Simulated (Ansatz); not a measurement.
Basis-set extrapolation for C3H6F2Si, SMILES `F/C=C(\[SiH3])CF` (PBE0-D4/def2-TZVP geometry, frozen core, Ansatz). Multiplicity 1, RHF reference.

```
                      def2-TZVPP   def2-QZVPP
                 HF  -605.013993  -605.036787
    MP2 correlation    -1.106292    -1.195242
CCSD(T) correlation    -1.192078      not run
```

Energies in hartree. Use E(X) = E(∞) + A·exp(−7.88·√X) for Hartree–Fock and E(X) = E(∞) + B·X^(−2.97) for correlation, with X = 3 and 4, and add CCSD(T) minus MP2 of the smaller set to the MP2 limit.

Task: What is the CCSD(T) energy at the basis-set limit?

Result: HF limit: -605.036787 + (-0.022794) × 0.13774 = -605.03993. MP2 limit: -1.195242 + (-0.088950) × 0.74074 = -1.26113. Higher-order term: -1.192078 − (-1.106292) = -0.08579. Total: -606.38685 hartree, 474.6 kJ/mol below CCSD(T)/def2-TZVPP.
